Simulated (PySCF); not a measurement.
Species: C6H12N (charge +1).
SMILES with atom numbers: `[CH2:1]=[N+:2]([CH3:3])[CH2:4][CH:5]1[CH2:6][CH2:7]1` (hydrogens: H8, H9 on C1; H10, H11, H12 on C3; H13, H14 on C4; H15 on C5; H16, H17 on C6; H18, H19 on C7)

Computed geometry: GFN2-xTB, gas phase.

(1) List the bond lengths, angles and torsions at this level.

Answers

(1) 
| bond | length (bohr) |
| --- | --- |
| C1=N2 | 2.393 |
| N2–C3 | 2.719 |
| N2–C4 | 2.753 |
| C4–C5 | 2.846 |
| C5–C6, C5–C7 | 2.843 |
| C6–C7 | 2.823 |
| C1–H8 | 2.043 |
| C1–H9 | 2.042 |
| C3–H10, C3–H11, C3–H12 | 2.060 |
| C4–H13, C4–H14 | 2.070 |
| C5–H15 | 2.047 |
| C6–H16, C7–H18 | 2.037 |
| C6–H17, C7–H19 | 2.039 |

Bonds in one row agree within 0.02 bohr and their mean is given. A selection of angles:
| angle | degrees |
| --- | --- |
| N2–C1–H8 | 120.8 |
| N2–C1–H9 | 120.8 |
| H8–C1–H9 | 118.4 |
| C1–N2–C3 | 122.3 |
| C1–N2–C4 | 123.2 |
| C3–N2–C4 | 114.5 |
| N2–C3–H10 | 110.0 |
| N2–C3–H12 | 111.3 |
| H10–C3–H11 | 107.5 |
| H10–C3–H12 | 109.0 |
| N2–C4–C5 | 114.8 |
| N2–C4–H13 | 107.4 |
| C5–C4–H13 | 109.7 |
| H13–C4–H14 | 107.1 |
| C4–C5–C6 | 119.4 |
| C4–C5–C7 | 118.3 |
| C4–C5–H15 | 114.2 |
| C6–C5–C7 | 59.5 |
| C6–C5–H15 | 118.0 |
| C5–C6–C7 | 60.1 |
| C5–C6–H16 | 118.5 |
| C5–C6–H17 | 118.3 |
| C7–C6–H16 | 118.4 |
| C7–C6–H17 | 118.0 |
| H16–C6–H17 | 113.6 |
| C6–C7–H18 | 118.6 |
| C5–C7–H18 | 117.8 |

Dihedral angles: C1–N2–C4–C5 5° (synperiplanar); N2–C4–C5–C6 -80° (synclinal); C4–C5–C6–C7 -107° (anticlinal); C4–C5–C7–C6 109° (anticlinal). The mirror-image conformer, all signs reversed, is as good.

The 3 C–N bonds span 1.266 Å (C1=N2, drawn double) to 1.457 Å (N2–C4, drawn single), a spread of 0.191 Å. N2 (iminium nitrogen) is planar (angles 123.2°, 122.3° and 114.5°, sum 360.0°, 0.00 Å off the plane of its three neighbours). C1 (C=N carbon) is planar (angles 120.8°, 120.8° and 118.4°, sum 360.0°, 0.00 Å off the plane of its three neighbours). The 3-membered ring C5–C6–C7 has internal angles of 59.5° to 60.3°. Of the pairs four or more bonds apart, C5···H9 is among the closest relative to their van der Waals radii: 2.41 Å, 83 % of the sum of Bondi's values.

Point group: C1 (no symmetry element, even within 0.4 Å). GFN2-xTB frequencies: not computed here.
